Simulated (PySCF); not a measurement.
Choosing a molecule for a target property.

Species are written as SMILES; each is one conformer at its optimised geometry, gas phase, non-relativistic unless stated. Electronic properties by PySCF.

Dipoles, sizes and rotational constants follow the conformer. The torsions of the flexible species, by atom-mapped SMILES:
- `[CH3:1][O:2][C@@H:3]1[CH2:4][C@H:5]1[Cl:6]`: C1–O2–C3–C4 155°
- `[CH:1]#[C:2][CH2:3][Si:4]([PH2:5])([PH2:6])[Cl:7]`: C2–C3–Si4–P5 -160°, H–P5–Si4–C3 -176°, H–P5–Si4–C3 91°, H–P6–Si4–C3 39°, H–P6–Si4–C3 -53°
- `[NH2:1][c:2]1[cH:3][cH:4][c:5]([OH:6])[cH:7][cH:8]1`: H–N1–C2–C3 -160°, H–N1–C2–C3 -23°, H–O6–C5–C4 -179°

The conformers of `Cl[C@@H]1CCOC1` aren't listed.

Question: Wanted: HOMO–LUMO gap between 7.5 eV and 8 eV (PBE0/def2-SVPD) and lowest triplet excitation (Tamm–Dancoff) above 4 eV (TDA PBE0/def2-SVPD), at GFN2-xTB geometries. Which candidate meets both?
A. `C#CC[Si](P)(P)Cl`
B. `CO[C@@H]1C[C@H]1Cl`
C. `Nc1ccc(O)cc1`
D. `Cl[C@@H]1CCOC1`

Answer: B. Computed values:
```csv
species,HOMO–LUMO gap,lowest triplet excitation (Tamm–Dancoff)
Nc1ccc(O)cc1,5.30 eV,3.41 eV
C#CC[Si](P)(P)Cl,7.12 eV,5.12 eV
CO[C@@H]1C[C@H]1Cl,7.90 eV,5.93 eV
Cl[C@@H]1CCOC1,8.18 eV,6.54 eV
```
